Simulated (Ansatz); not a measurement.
Consider the substitution at a C–O bond: `CC(F)OC(F)F` + `BN` → `BNC(C)F` + `OC(F)F`.

Gas-phase electronic energies from Ansatz, PBE0-D4/def2-TZVP geometries. CCSD(T)/CBS adds triple-zeta CCSD(T) − MP2 to the extrapolated MP2 energy (def2 sets, frozen cores). This one scheme is used for every species. Functionals use def2-TZVPP. One conformer a species, not always the lowest.

`CC(F)OC(F)F`:

Z-matrix (Å, degrees):
```
C
C 1 1.498
H 1 1.090 2 110.0
H 1 1.090 2 109.7 3 120.1
H 1 1.091 2 109.5 3 -120.0
F 2 1.371 1 109.6 3 -177.6
O 2 1.406 1 108.6 3 64.4
H 2 1.094 1 113.1 3 -58.2
C 7 1.355 2 117.0 1 -148.2
F 9 1.357 7 111.0 2 64.9
F 9 1.348 7 112.2 2 -53.5
H 9 1.091 7 108.6 2 -175.0
```

`BN`:

```xyz
6

B     0.136   -0.659    0.116
N    -0.140    0.678   -0.119
H     0.559   -0.985    1.187
H    -0.056   -1.453   -0.759
H    -0.497    1.022   -0.994
H    -0.002    1.398    0.570
```

`BNC(C)F`:

```xyz
12

B     1.663   -0.062    1.197
N     0.641    0.459    0.413
C    -0.064   -0.233   -0.612
C    -1.555   -0.027   -0.553
F     0.377    0.216   -1.855
H     1.984   -1.203    1.036
H     2.179    0.641    2.015
H     0.352    1.421    0.525
H     0.206   -1.290   -0.548
H    -2.039   -0.539   -1.385
H    -1.952   -0.419    0.385
H    -1.791    1.038   -0.618
```

`OC(F)F`:

Z-matrix (Å, degrees):
```
C
F 1 1.355
F 1 1.355 2 105.7
O 1 1.346 2 111.4 3 -121.2
H 1 1.091 2 109.4 3 117.7
H 4 0.966 1 108.8 2 58.9
```

(1) Is it downhill or uphill in electronic energy at CCSD(T)/CBS, and by how much? (An estimate is asked.)

(2) What do these levels give: PBE0-D4, B2PLYP, HF/def2-TZVPP, SCS-MP2/def2-QZVPP, HF/CBS(def2), CCSD/CBS(def2)? (An estimate is asked.)

Largest T1 diagnostic among the species: 0.012.

Answers

(1) Computed: Downhill: ΔE = -0.13 eV.

(2) The calculation gave: PBE0-D4 -0.15, B2PLYP -0.12, HF/def2-TZVPP -0.08, SCS-MP2/def2-QZVPP -0.14, HF/CBS(def2) -0.08, CCSD/CBS(def2) -0.14 eV.

In def2-TZVPP, CCSD(T) changes the Hartree–Fock value by −0.04 eV (the triples alone add +0.00 eV) and MP2 by −0.07 eV.
